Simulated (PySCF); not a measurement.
# Gas-phase XPS of (Cl2Al-mu-H)2, computed

Species: (Cl2Al-mu-H)2.
Geometry (PBE0-D3(BJ)/def2-SVP, Å), atoms numbered from 1 in this order:
```
atom  x, y, z in Å
Al1   -0.6963   -0.4804    0.9417
Cl2   -1.5471   -2.3682    0.7049
Cl3   -0.9387    0.6924    2.6465
H4     0.9676   -0.5026    0.4587
Al5    0.7330    0.4592   -0.9637
Cl6    0.9661   -0.7133   -2.6696
Cl7    1.5847    2.3459   -0.7231
H8    -0.9311    0.4814   -0.4790
```

Theory: PySCF 2.14.0, delta-SCF UKS SCAN, pcX-2 on the ionised atom, pcseg-1 elsewhere, spin-free X2C. Each binding energy is the total energy of the core-ionised species, with the hole localised on one atom, minus that of the ground state; both are solved self-consistently, so orbital relaxation is included.

Problem. List the computed XPS lines with their assignment.

Solution. 
```json
{"atom(s)": "Al1/Al5", "environment": "aluminium bonded to 2 Cl and 2 H", "level": "Al 1s", "binding energy (eV)": "1569.22", "2p1/2 (eV)": "–", "count": "2"}
{"atom(s)": "Cl2/Cl3/Cl6/Cl7", "environment": "chlorine bonded to Al", "level": "Cl 2p3/2", "binding energy (eV)": "206.38", "2p1/2 (eV)": "208.04", "count": "4"}
{"atom(s)": "Cl2/Cl3/Cl6/Cl7", "environment": "chlorine bonded to Al", "level": "Cl 1s", "binding energy (eV)": "2828.99", "2p1/2 (eV)": "–", "count": "4"}
```

Problem. Express the binding energy of Al 1s of Al1/Al5 in atomic units and per mole.

Solution. 1569.22 eV = 57.6678 Eh = 151407 kJ/mol.

Problem. Which photon energy gives electrons from Al 1s of Al1/Al5 a kinetic energy of 100 eV, and what is their de Broglie wavelength?

Solution. hν = 1569.22 + 100 = 1669.22 eV, recoil neglected; λ = 12.264 Å/√(E/eV) = 1.23 Å.

Atoms equivalent by their bonding share one computed value, that of the first of them. Spin–orbit and ligand-field terms were added within each 2p shell after the spin-free SCF. 2p1/2 minus 2p3/2 (ligand field included): Cl 1.65 eV. Isolated species at its PBE0-D3(BJ)/def2-SVP geometry, gas phase.

Hardware: an AMD EPYC with one thread, no GPU, on a shared host. Cost: 52 s wall, 42 s CPU, 0.51 GiB resident at most.
